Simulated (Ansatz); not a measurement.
Nudged elastic band run: Cl2H6HfN2

Input:

```yaml
crystal:
  periodic: [false, false, false]
  atoms:
    - { symbol: Hf, position_ang: [-0.090587, 0.17365, 0.072983] }
    - { symbol: "N", position_ang: [-0.172773, 0.302353, 2.081337] }
    - { symbol: H, position_ang: [-0.632392, 1.023186, 2.631476] }
    - { symbol: H, position_ang: [0.256751, -0.368333, 2.716728] }
    - { symbol: Cl, position_ang: [2.16887, 0.364609, -0.640571] }
    - { symbol: "N", position_ang: [-1.098626, 1.787312, -0.561377] }
    - { symbol: H, position_ang: [-2.08727, 1.810038, -0.805797] }
    - { symbol: H, position_ang: [-0.68989, 2.697117, -0.768543] }
    - { symbol: Cl, position_ang: [-1.255543, -1.766603, -0.65135] }
    - { symbol: H, position_ang: [1.89189, -2.197667, 1.385107] }
    - { symbol: H, position_ang: [1.255771, -2.611562, 1.453408] }
basis:
  gaussian: { orbitals: def2-SVP }
hamiltonian:
  xc: pbe0
neb:
  order_check: false
  images: 5
  f_tol: 0.05
  max_iterations: 60
  initial_path: linear
  final_atoms:
    - { symbol: Hf, position_ang: [0.04336368, -0.46864346, -0.22359913] }
    - { symbol: "N", position_ang: [0.59287248, 0.14032254, 2.03676556] }
    - { symbol: H, position_ang: [-0.25316964, 0.19532371, 2.60565005] }
    - { symbol: H, position_ang: [1.11789431, 1.0081871, 2.16203248] }
    - { symbol: Cl, position_ang: [2.43147762, -0.30062627, -0.43544583] }
    - { symbol: "N", position_ang: [-1.1604776, 1.15306205, -0.06141298] }
    - { symbol: H, position_ang: [-1.88470253, 1.32103832, -0.75993251] }
    - { symbol: H, position_ang: [-1.10407283, 1.97200268, 0.53925178] }
    - { symbol: Cl, position_ang: [-0.78414892, -1.37906529, -2.24642781] }
    - { symbol: H, position_ang: [-0.61821877, -1.82411546, 0.85563191] }
    - { symbol: H, position_ang: [1.1653832, -0.60338592, 2.44088749] }
```

Command:

```bash
$ ansatz run input.yaml --threads 4 --pin off --max-ram 5120MiB --backend cpu --events-out ev --progress --plain --runs-dir out
```

Output, in part (warnings, iteration lines, the closing report on the highest movable image, with atoms numbered from 0):

```
NEB end point (image 0): max|allowed force component| = 1.095e-2 eV/Å (the criterion of neb.relax_end_points is 1.000e-2)
NEB end point (image 6): max|allowed force component| = 2.488e-2 eV/Å (the criterion of neb.relax_end_points is 1.000e-2)
NEB iter   1: max|band force component| = 4.513e0 eV/Å  barrier→ = 4.9452 eV  barrier← = 5.0290 eV  Δτ_max = 0.2000 Å  (208 SCF iters)
NEB iter   2: max|band force component| = 4.287e0 eV/Å  barrier→ = 3.7143 eV  barrier← = 3.7981 eV  Δτ_max = 0.2000 Å  (180 SCF iters)
NEB iter   3: max|band force component| = 1.386e1 eV/Å  barrier→ = 2.5949 eV  barrier← = 2.6787 eV  Δτ_max = 0.1016 Å  (171 SCF iters)
NEB iter   4: max|band force component| = 3.222e0 eV/Å  barrier→ = 1.8903 eV  barrier← = 1.9741 eV  Δτ_max = 0.2000 Å  (161 SCF iters)
NEB iter   5: max|band force component| = 2.964e0 eV/Å  barrier→ = 0.9657 eV  barrier← = 1.0495 eV  Δτ_max = 0.2000 Å  (158 SCF iters)
NEB iter   6: max|band force component| = 3.092e0 eV/Å  barrier→ = 0.7493 eV  barrier← = 0.8330 eV  Δτ_max = 0.1033 Å  (161 SCF iters)
NEB iter   7: max|band force component| = 7.946e-1 eV/Å  barrier→ = 0.6931 eV  barrier← = 0.7769 eV  Δτ_max = 0.1983 Å  (159 SCF iters)
NEB iter   8: max|band force component| = 6.480e-1 eV/Å  barrier→ = 0.5636 eV  barrier← = 0.6474 eV  Δτ_max = 0.1946 Å  (152 SCF iters)
NEB iter   9: max|band force component| = 7.927e-1 eV/Å  barrier→ = 0.5676 eV  barrier← = 0.6514 eV  Δτ_max = 0.0736 Å  (155 SCF iters)
NEB iter  10: max|band force component| = 4.092e-1 eV/Å  barrier→ = 0.5334 eV  barrier← = 0.6172 eV  CI = image 4  Δτ_max = 0.1001 Å  (159 SCF iters)
NEB iter  11: max|band force component| = 8.397e-1 eV/Å  barrier→ = 0.5890 eV  barrier← = 0.6728 eV  CI = image 4  Δτ_max = 0.0502 Å  (159 SCF iters)
NEB iter  12: max|band force component| = 9.216e-1 eV/Å  barrier→ = 0.6369 eV  barrier← = 0.7207 eV  CI = image 4  Δτ_max = 0.1008 Å  (159 SCF iters)
NEB iter  13: max|band force component| = 1.035e0 eV/Å  barrier→ = 0.7520 eV  barrier← = 0.8358 eV  CI = image 4  Δτ_max = 0.2000 Å  (160 SCF iters)
NEB iter  14: max|band force component| = 7.264e-1 eV/Å  barrier→ = 1.0017 eV  barrier← = 1.0855 eV  CI = image 4  Δτ_max = 0.1969 Å  (162 SCF iters)
NEB iter  15: max|band force component| = 9.733e-1 eV/Å  barrier→ = 1.2300 eV  barrier← = 1.3138 eV  CI = image 4  Δτ_max = 0.0930 Å  (162 SCF iters)
NEB iter  16: max|band force component| = 4.114e-1 eV/Å  barrier→ = 1.1317 eV  barrier← = 1.2155 eV  CI = image 4  Δτ_max = 0.0606 Å  (160 SCF iters)
NEB iter  17: max|band force component| = 1.984e-1 eV/Å  barrier→ = 1.1159 eV  barrier← = 1.1997 eV  CI = image 4  Δτ_max = 0.0616 Å  (159 SCF iters)
NEB iter  18: max|band force component| = 1.033e-1 eV/Å  barrier→ = 1.1097 eV  barrier← = 1.1935 eV  CI = image 4  Δτ_max = 0.1605 Å  (164 SCF iters)
NEB iter  19: max|band force component| = 1.845e-1 eV/Å  barrier→ = 1.0945 eV  barrier← = 1.1783 eV  CI = image 4  Δτ_max = 0.0806 Å  (156 SCF iters)
NEB iter  20: max|band force component| = 1.904e-1 eV/Å  barrier→ = 1.0844 eV  barrier← = 1.1682 eV  CI = image 4  Δτ_max = 0.0406 Å  (150 SCF iters)
NEB iter  21: max|band force component| = 1.924e-1 eV/Å  barrier→ = 1.0760 eV  barrier← = 1.1598 eV  CI = image 4  Δτ_max = 0.0808 Å  (162 SCF iters)
NEB iter  22: max|band force component| = 2.358e-1 eV/Å  barrier→ = 1.0584 eV  barrier← = 1.1422 eV  CI = image 4  Δτ_max = 0.0806 Å  (156 SCF iters)
NEB iter  23: max|band force component| = 2.395e-1 eV/Å  barrier→ = 1.0389 eV  barrier← = 1.1227 eV  CI = image 4  Δτ_max = 0.0815 Å  (150 SCF iters)
NEB iter  24: max|band force component| = 2.378e-1 eV/Å  barrier→ = 1.0199 eV  barrier← = 1.1036 eV  CI = image 4  Δτ_max = 0.0816 Å  (146 SCF iters)
NEB iter  25: max|band force component| = 2.266e-1 eV/Å  barrier→ = 1.0032 eV  barrier← = 1.0870 eV  CI = image 4  Δτ_max = 0.0817 Å  (146 SCF iters)
NEB iter  26: max|band force component| = 2.147e-1 eV/Å  barrier→ = 0.9882 eV  barrier← = 1.0720 eV  CI = image 4  Δτ_max = 0.0819 Å  (158 SCF iters)
NEB iter  27: max|band force component| = 1.931e-1 eV/Å  barrier→ = 0.9743 eV  barrier← = 1.0581 eV  CI = image 4  Δτ_max = 0.0820 Å  (153 SCF iters)
NEB iter  28: max|band force component| = 1.890e-1 eV/Å  barrier→ = 0.9619 eV  barrier← = 1.0457 eV  CI = image 4  Δτ_max = 0.0409 Å  (155 SCF iters)
NEB iter  29: max|band force component| = 1.685e-1 eV/Å  barrier→ = 0.9557 eV  barrier← = 1.0395 eV  CI = image 4  Δτ_max = 0.0407 Å  (158 SCF iters)
NEB iter  30: max|band force component| = 1.552e-1 eV/Å  barrier→ = 0.9495 eV  barrier← = 1.0333 eV  CI = image 4  Δτ_max = 0.0817 Å  (160 SCF iters)
NEB iter  31: max|band force component| = 1.526e-1 eV/Å  barrier→ = 0.9387 eV  barrier← = 1.0225 eV  CI = image 4  Δτ_max = 0.1638 Å  (154 SCF iters)
NEB iter  32: max|band force component| = 1.249e-1 eV/Å  barrier→ = 0.9246 eV  barrier← = 1.0084 eV  CI = image 4  Δτ_max = 0.1622 Å  (155 SCF iters)
NEB iter  33: max|band force component| = 1.146e-1 eV/Å  barrier→ = 0.9179 eV  barrier← = 1.0017 eV  CI = image 4  Δτ_max = 0.1775 Å  (156 SCF iters)
NEB iter  34: max|band force component| = 2.063e-1 eV/Å  barrier→ = 0.9134 eV  barrier← = 0.9972 eV  CI = image 4  Δτ_max = 0.0891 Å  (157 SCF iters)
NEB iter  35: max|band force component| = 2.404e-1 eV/Å  barrier→ = 0.9097 eV  barrier← = 0.9935 eV  CI = image 4  Δτ_max = 0.0446 Å  (158 SCF iters)
NEB iter  36: max|band force component| = 1.688e-1 eV/Å  barrier→ = 0.9076 eV  barrier← = 0.9914 eV  CI = image 4  Δτ_max = 0.0445 Å  (161 SCF iters)
NEB iter  37: max|band force component| = 1.052e-1 eV/Å  barrier→ = 0.9062 eV  barrier← = 0.9899 eV  CI = image 4  Δτ_max = 0.0445 Å  (160 SCF iters)
NEB iter  38: max|band force component| = 8.400e-2 eV/Å  barrier→ = 0.9055 eV  barrier← = 0.9893 eV  CI = image 4  Δτ_max = 0.0445 Å  (162 SCF iters)
NEB iter  39: max|band force component| = 7.539e-2 eV/Å  barrier→ = 0.9052 eV  barrier← = 0.9890 eV  CI = image 4  Δτ_max = 0.0445 Å  (162 SCF iters)
NEB iter  40: max|band force component| = 6.790e-2 eV/Å  barrier→ = 0.9050 eV  barrier← = 0.9888 eV  CI = image 4  Δτ_max = 0.0445 Å  (160 SCF iters)
NEB iter  41: max|band force component| = 6.148e-2 eV/Å  barrier→ = 0.9050 eV  barrier← = 0.9887 eV  CI = image 4  Δτ_max = 0.0446 Å  (155 SCF iters)
NEB iter  42: max|band force component| = 6.193e-2 eV/Å  barrier→ = 0.9049 eV  barrier← = 0.9887 eV  CI = image 4  Δτ_max = 0.0446 Å  (152 SCF iters)
NEB iter  43: max|band force component| = 6.693e-2 eV/Å  barrier→ = 0.9049 eV  barrier← = 0.9887 eV  CI = image 4  Δτ_max = 0.0223 Å  (154 SCF iters)
NEB iter  44: max|band force component| = 5.436e-2 eV/Å  barrier→ = 0.9049 eV  barrier← = 0.9887 eV  CI = image 4  Δτ_max = 0.0223 Å  (147 SCF iters)
NEB iter  45: max|band force component| = 5.323e-2 eV/Å  barrier→ = 0.9049 eV  barrier← = 0.9887 eV  CI = image 4  Δτ_max = 0.0111 Å  (143 SCF iters)
NEB iter  46: max|band force component| = 4.635e-2 eV/Å  barrier→ = 0.9049 eV  barrier← = 0.9887 eV  CI = image 4  Δτ_max = 0.0000 Å  (284 SCF iters)
Total energy: -29412.64584356 eV, -1080.8947981436 hartree
Atom 0 at     0.163172    -0.115772    -0.050211 Å, force     0.000293     0.000038     0.000698 eV/Å
Atom 1 at     0.634691    -0.000692     2.070641 Å, force    -0.000464     0.000681    -0.001515 eV/Å
Atom 2 at     0.014276     0.239355     2.840781 Å, force     0.000793     0.000279     0.000519 eV/Å
Atom 3 at     1.598778     0.003364     2.401404 Å, force    -0.000384    -0.000447     0.001110 eV/Å
Atom 4 at     2.397731     0.377443    -0.691732 Å, force    -0.000158     0.000102    -0.000060 eV/Å
Atom 5 at    -1.161790     1.387826    -0.099170 Å, force    -0.000826    -0.001571    -0.001327 eV/Å
Atom 6 at    -1.942602     1.438685    -0.751202 Å, force    -0.000476     0.001022     0.000328 eV/Å
Atom 7 at    -1.070449     2.277058     0.388097 Å, force     0.000835     0.000045     0.000467 eV/Å
Atom 8 at    -0.708708    -1.419952    -1.854140 Å, force     0.000178     0.000010     0.000007 eV/Å
Atom 9 at    -0.439959    -1.751580     0.997790 Å, force    -0.000245    -0.000079    -0.000460 eV/Å
Atom 10 at     0.061062    -1.221636     1.661144 Å, force     0.000453    -0.000080     0.000233 eV/Å
Dipole moment:    -0.256325     0.411958     0.880032 e Å
```

The forces met the threshold. Another band between the same ends (5 images) ends at a top of the same energy, where a vibrational analysis finds 1 clearly imaginary mode. The orbitals stay closed-shell, which can raise the energy where a bond breaks towards radicals; this wasn't checked here.

Final band (atoms are numbered from 1 in the order of the input):

```
image  path coordinate (Å)  energy (kcal/mol)  H10–H11 (Å)  Hf1–H10 (Å)  N2–H11 (Å)
    0                 0.00                0.0         0.76         3.36        3.31
    1                 1.56                0.6         0.76         4.04        3.21
    2                 3.12                1.4         0.76         3.91        2.95
    3                 4.67                5.6         0.76         3.21        2.40
    4                 6.22               20.9         0.99         2.03        1.41
    5                 7.47               -0.6         2.18         1.86        1.02
    6                 8.71               -1.9         2.68         1.85        1.02
```

Time of the run: 15 min on 4 threads of Intel(R) Xeon(R) Platinum 8259CL CPU @ 2.50GHz (Skylake/Cascade Lake), on a shared host, peak memory 0.37 GiB.
